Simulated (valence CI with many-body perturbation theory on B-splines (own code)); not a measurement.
**Level structure of Ga¹⁶⁺**

Calculated by valence CI with perturbative core correlation (CI+MBPT): five valence electrons over a frozen Dirac-Fock core [Ne], radial functions for each j: 11 s, 11 p, 10 d, 8 f, 5 g, 2 h, with the one-electron correlation potential Σ1, the two-electron term Σ2, the three-electron term Σ3, Breit, model QED; selected CI, second order for the rest, scaled by the run's own slope (own B-spline code, finite nucleus).

No measured levels were compared; by estimate levels of excited configurations hold to 0.05 to 0.15 % of their energy, terms of the ground configuration to about 0.5 %. Among the levels kept, up to 3300 cm⁻¹ of a level comes from second order outside the variational space, and about a tenth of that is noise between levels of different J, which matters for small intervals.

Levels 91 to 135 of 172, with energies above the lowest level, 3s2 3p3 4S°_3/2. "Leading %" is the weight of the configuration and term that name the level; weights of strongly mixed levels are sums over their largest components and can fall short. In the jj column 3d3/2^4 stands for four electrons in 3d with j = 3/2.

```tsv
No.	Configuration	Term	J	E (cm⁻¹)	Leading %	Leading jj	Second component
91	3s 3p3 3d	2G°	7/2	1132500	55	3s 3p1/2 3p3/2^2 3d3/2 (54 %)	21 % 3s 3p3 3d 2F°
92	3s 3p3 3d	2F°	5/2	1142100	82	3s 3p1/2 3p3/2^2 3d5/2 (56 %)	9 % 3s2 3p 3d2 2F°
93	3s 3p3 3d	2G°	9/2	1150000	73	3s 3p1/2 3p3/2^2 3d5/2 (54 %)	17 % 3s2 3p 3d2 2G°
94	3s 3p3 3d	2F°	7/2	1154800	34	3s 3p3/2^3 3d5/2 (22 %)	24 % 3s 3p3 3d 2G°
95	3s 3p3 3d	4D°	3/2	1174200	56	3s 3p1/2 3p3/2^2 3d3/2 (40 %)	21 % 3s 3p3 3d 2D°
96	3s 3p3 3d	4D°	5/2	1174300	71	3s 3p1/2 3p3/2^2 3d5/2 (28 %)	6 % 3s 3p3 3d 2D°
97	3s 3p3 3d	4D°	1/2	1176600	54	3s 3p1/2 3p3/2^2 3d3/2 (30 %)	25 % 3s 3p3 3d 2P°
98	3s 3p3 3d	4D°	7/2	1178100	71	3s 3p1/2 3p3/2^2 3d5/2 (53 %)	18 % 3s 3p3 3d 2F°
99	3s 3p3 3d	2D°	3/2	1183900	53	3s 3p1/2 3p3/2^2 3d5/2 (39 %)	28 % 3s 3p3 3d 4D°
100	3s2 3p 3d2	4G°	5/2	1185900	32	3s^2 3p1/2 3d3/2^2 (40 %)	22 % 3s 3p3 3d 2F°
101	3s 3p3 3d	2P°	1/2	1191500	47	3s 3p1/2 3p3/2^2 3d3/2 (29 %)	33 % 3s 3p3 3d 4D°
102	3s 3p3 3d	2D°	5/2	1197100	67	3s 3p3/2^3 3d3/2 (24 %)	7 % 3s2 3p 3d2 2D°
103	3s2 3p 3d2	4G°	7/2	1201900	34	3s^2 3p1/2 3d3/2 3d5/2 (38 %)	31 % 3s 3p3 3d 2F°
104	3s2 3p 3d2	4G°	5/2	1206500	53	3s 3p1/2 3p3/2^2 3d5/2 (18 %)	25 % 3s 3p3 3d 2F°
105	3s2 3p 3d2	4G°	7/2	1212600	55	3s^2 3p1/2 3d3/2 3d5/2 (22 %)	23 % 3s 3p3 3d 2F°
106	3s 3p3 3d	2P°	3/2	1213100	54	3s 3p1/2 3p3/2^2 3d5/2 (28 %)	9 % 3s 3p3 3d 2D°
107	3s 3p3 3d	2S°	1/2	1220100	49	3s 3p1/2 3p3/2^2 3d3/2 (31 %)	33 % 3s2 3p 3d2 2S°
108	3s 3p3 3d	2D°	3/2	1221100	34	3s 3p3/2^3 3d3/2 (26 %)	14 % 3s 3p3 3d 2P°
109	3s2 3p 3d2	4G°	9/2	1221700	89	3s^2 3p3/2 3d3/2 3d5/2 (50 %)	5 % 3s 3p3 3d 4G°
110	3s 3p3 3d	2F°	5/2	1229100	36	3s 3p3/2^3 3d3/2 (22 %)	22 % 3s 3p3 3d 2D°
111	3s 3p3 3d	2P°	3/2	1231000	38	3s 3p1/2 3p3/2^2 3d5/2 (24 %)	30 % 3s2 3p 3d2 2P°
112	3s 3p3 3d	2D°	5/2	1239800	34	3s 3p3/2^3 3d5/2 (33 %)	34 % 3s 3p3 3d 2F°
113	3s2 3p 3d2	4G°	11/2	1240800	93	3s^2 3p3/2 3d5/2^2 (72 %)	5 % 3s 3p3 3d 4G°
114	3s 3p3 3d	2F°	7/2	1245100	82	3s 3p3/2^3 3d5/2 (43 %)	8 % 3s 3p3 3d 4D°
115	3s2 3p 3d2	2P°	1/2	1256700	28	3s^2 3p3/2 3d5/2^2 (20 %)	23 % 3s 3p3 3d 2P°
116	3s2 3p 3d2	4D°	1/2	1266700	75	3s^2 3p1/2 3d3/2 3d5/2 (24 %)	6 % 3s 3p3 3d 4D°
117	3s2 3p 3d2	4D°	3/2	1270100	74	3s^2 3p1/2 3d3/2 3d5/2 (55 %)	6 % 3s 3p3 3d 4D°
118	3s2 3p 3d2	4D°	5/2	1273800	43	3s^2 3p1/2 3d3/2 3d5/2 (39 %)	13 % 3s2 3p 3d2 2F°
119	3s2 3p 3d2	4D°	7/2	1284900	46	3s^2 3p1/2 3d5/2^2 (35 %)	27 % 3s2 3p 3d2 4F°
120	3s2 3p 3d2	2F°	5/2	1285600	43	3s^2 3p1/2 3d5/2^2 (44 %)	21 % 3s2 3p 3d2 4D°
121	3s2 3p 3d2	4F°	3/2	1286500	77	3s^2 3p1/2 3d3/2^2 (38 %)	7 % 3s 3p3 3d 4F°
122	3s2 3p 3d2	2H°	9/2	1290300	82	3s^2 3p1/2 3d3/2 3d5/2 (74 %)	8 % 3s2 3p 3d2 2G°
123	3s2 3p 3d2	4P°	1/2	1291600	78	3s^2 3p1/2 3d3/2 3d5/2 (35 %)	7 % 3s 3p3 3d 2S°
124	3s2 3p 3d2	4F°	5/2	1293300	69	3s^2 3p1/2 3d3/2 3d5/2 (37 %)	12 % 3s2 3p 3d2 4D°
125	3s 3p3 3d	2P°	3/2	1293400	69	3s 3p1/2 3p3/2^2 3d3/2 (25 %)	11 % 3s2 3p 3d2 2P°
126	3s 3p3 3d	2P°	1/2	1298500	76	3s 3p1/2 3p3/2^2 3d3/2 (28 %)	12 % 3s2 3p 3d2 2P°
127	3s2 3p 3d2	4P°	3/2	1301200	75	3s^2 3p1/2 3d3/2 3d5/2 (24 %)	6 % 3s2 3p 3d2 4D°
128	3s2 3p 3d2	4F°	7/2	1304500	53	3s^2 3p3/2 3d3/2 3d5/2 (70 %)	14 % 3s2 3p 3d2 4D°
129	3s2 3p 3d2	4F°	9/2	1305100	76	3s^2 3p3/2 3d3/2 3d5/2 (40 %)	6 % 3s 3p3 3d 4F°
130	3s2 3p 3d2	2F°	7/2	1310600	44	3s^2 3p3/2 3d5/2^2 (65 %)	22 % 3s2 3p 3d2 4D°
131	3s 3p3 3d	2D°	5/2	1313400	29	3s^2 3p3/2 3d3/2 3d5/2 (39 %)	20 % 3s2 3p 3d2 4P°
132	3s2 3p 3d2	2D°	3/2	1313500	39	3s^2 3p1/2 3d5/2^2 (15 %)	38 % 3s 3p3 3d 2D°
133	3s2 3p 3d2	4P°	5/2	1320300	55	3s^2 3p3/2 3d3/2 3d5/2 (38 %)	11 % 3s 3p3 3d 2D°
134	3s2 3p 3d2	2G°	7/2	1324000	65	3s^2 3p1/2 3d3/2 3d5/2 (26 %)	21 % 3s 3p3 3d 2G°
135	3s2 3p 3d2	2H°	11/2	1327900	97	3s^2 3p3/2 3d3/2 3d5/2 (75 %)
```

Names give the largest LS component (configuration and term), which can be under half, so a name can repeat, a term be missing and a line seem to break the LS rules; names also repeat where a configuration has a term twice.
